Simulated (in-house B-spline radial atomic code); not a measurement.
## RPA and G0W0 on SCAN: the germanium ion Ge²⁺

Configuration [Ar] 3d10 4s2, mean-field start SCAN. Computed with an all-electron radial atomic-structure program (B-spline basis): all electrons, scalar-relativistic (spin-free one-electron X2C), finite nucleus, each spin shell either full or empty, empty states to l = 9 with an (l + 1/2)⁻⁴ tail; G0W0 by contour deformation at full frequency.

Command:
```bash
python run_gw.py task.json out
```
Settings (radii: box in bohr, nucleus in fm):
```
Z                        32
electrons                30
configuration            [Ar] 3d10 4s2
hamiltonian              x2c
method                   scan,scan
lmax                     9
rms_radius               4.0742
spin_polarised           False
box_radius               17.55
intervals                70
ion_configuration        [Ar] 3d10 4s1
```

Run time, properties included: 7.3 s on 1 thread of Arm Neoverse N1 (shared host).

Energies (hartree):

| term | value |
| --- | --- |
| mean-field total | -2098.07829 |
| Hartree-Fock functional on these orbitals | -2096.26056 |
| direct second order | -2.7052 |
| second-order exchange | 0.78151 |
| SOSEX correction | 0.70008 |

(1) What is the RPA correlation energy, and what remains with SOSEX?

Quasi-particle levels (eV):

| level | occupied | mean field | Σx - vxc | Σc | QP weight | G0W0 |
| --- | --- | --- | --- | --- | --- | --- |
| 4s | yes | -29.669 | -2.86 | ? | ? | ? |
| 3d | yes | -49.95 | -13.95 | 4.14 | 0.865 | -59.76 |
| 4p | no | -19.518 | 5.23 | -1.44 | 0.948 | -15.734 |

G0W0 = mean field + (Σx - vxc) + Σc, with Σc (partial-wave tail included) taken at the quasi-particle energy. Only the outer levels were computed. Levels of low weight are left out.

(2) Where does G0W0 put 4s?

(3) What does it cost to remove one electron (to [Ar] 3d10 4s1) by differences of total energies, each species on its own start (correlation terms add to the Hartree-Fock functional)?

## Answers

(1) RPA gives -2.2686 hartree (-2.06 eV per electron); RPA + SOSEX gives -1.5685, and the second-order doubles -1.9236 hartree (no singles). SOSEX takes back 31 % of the RPA value.

(2) At -34.47 eV, with Σc = -1.94 eV and a quasi-particle weight of 0.948. The tabulated removal energy is 34.058 ± 0.0012 eV (NIST, measured); the calculation leaves out spin-orbit coupling, Breit and QED terms, and what these don't explain is the method's own error.

(3) SCAN 34.16 eV, Hartree-Fock functional 32.05 eV, + RPA 34.44 eV, + RPA + SOSEX 33.88 eV, + second order 35.06 eV. Tabulated: 34.058 ± 0.0012 eV (NIST, measured); the calculation leaves out spin-orbit coupling, Breit and QED terms, and what these don't explain is the method's own error.
